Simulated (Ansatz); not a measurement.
Total energies of GeH6N2Si, SMILES `[NH]1[SiH2][NH][GeH2]1`.

```xyz
10

N    -0.162   -0.692   -0.999
Si    0.790   -0.894    0.433
N     0.219    0.627    1.030
Ge   -0.834    0.944   -0.457
H     0.030   -0.986   -1.940
H     2.257   -0.986    0.181
H     0.432   -2.060    1.293
H     0.035    0.913    1.975
H    -2.354    0.984   -0.194
H    -0.414    2.150   -1.323
```

Total charge 0; spin multiplicity 1. Correlated methods include outer-core shells of Ge, which these sets cover unevenly. Scalar relativity is left out up to krypton. All single points use the PBE0-D4/def2-TZVP geometry. Basis def2-TZVPP, Ansatz 0.2.0.

RPA on PBE orbitals: Hartree–Fock energy of these orbitals -2476.74266 Eh, correlation -1.29132 Eh (frozen core).

```json
{"functional": "LDA (SPW92)", "kind": "LDA", "energy without D4 (Eh)": "-2474.47417", "D4 term (kJ/mol)": "–"}
{"functional": "PBE", "kind": "GGA", "energy without D4 (Eh)": "-2479.10937", "D4 term (kJ/mol)": "-23.5"}
{"functional": "revPBE", "kind": "GGA", "energy without D4 (Eh)": "-2479.45313", "D4 term (kJ/mol)": "-68.8"}
{"functional": "BLYP", "kind": "GGA", "energy without D4 (Eh)": "-2479.72198", "D4 term (kJ/mol)": "-51.8"}
{"functional": "r2SCAN", "kind": "meta-GGA", "energy without D4 (Eh)": "-2479.62201", "D4 term (kJ/mol)": "-5.4"}
{"functional": "B97M-V", "kind": "meta-GGA with VV10", "energy without D4 (Eh)": "-2479.24136", "D4 term (kJ/mol)": "–"}
{"functional": "PBE0", "kind": "global hybrid, 25 % exact exchange", "energy without D4 (Eh)": "-2479.20429", "D4 term (kJ/mol)": "-19.8"}
{"functional": "B3LYP", "kind": "global hybrid, 20 %", "energy without D4 (Eh)": "-2479.78678", "D4 term (kJ/mol)": "-38.3"}
{"functional": "r2SCANh", "kind": "meta-GGA hybrid, 10 %", "energy without D4 (Eh)": "-2479.60717", "D4 term (kJ/mol)": "-5.8"}
{"functional": "r2SCAN0", "kind": "meta-GGA hybrid, 25 %", "energy without D4 (Eh)": "-2479.58635", "D4 term (kJ/mol)": "-6.5"}
{"functional": "HSE06 (plane-wave form)", "kind": "screened hybrid", "energy without D4 (Eh)": "-2479.19247", "D4 term (kJ/mol)": "-18.5"}
{"functional": "LC-ωPBE", "kind": "long-range corrected hybrid", "energy without D4 (Eh)": "-2479.29074", "D4 term (kJ/mol)": "–"}
{"functional": "ωB97X-V", "kind": "range-separated hybrid GGA with VV10", "energy without D4 (Eh)": "-2479.45057", "D4 term (kJ/mol)": "–"}
{"functional": "B2PLYP", "kind": "double hybrid", "energy without D4 (Eh)": "-2479.14331", "D4 term (kJ/mol)": "–"}
```

(1) Give the same for BHLYP, CAM-B3LYP, ωB97M-V, PBE-QIDH. (An estimate is asked.)

B3LYP takes the VWN-RPA correlation (the form of Gaussian; ORCA's B3LYP/G). HSE06 is the plane-wave form, built on full-range PBE exchange. The double hybrids freeze the cores in their second-order part.

## Answers

(1) Ansatz gave: 
```
functional                                       kind  energy without D4 (Eh)  D4 term (kJ/mol)
     BHLYP                        global hybrid, 50 %             -2479.63485             -30.8
 CAM-B3LYP                     range-separated hybrid             -2479.79725             -20.1
   ωB97M-V  range-separated hybrid meta-GGA with VV10             -2479.53603                 –
  PBE-QIDH                              double hybrid             -2478.78399                 –
```

LC-ωPBE has ω = 0.4 bohr⁻¹.
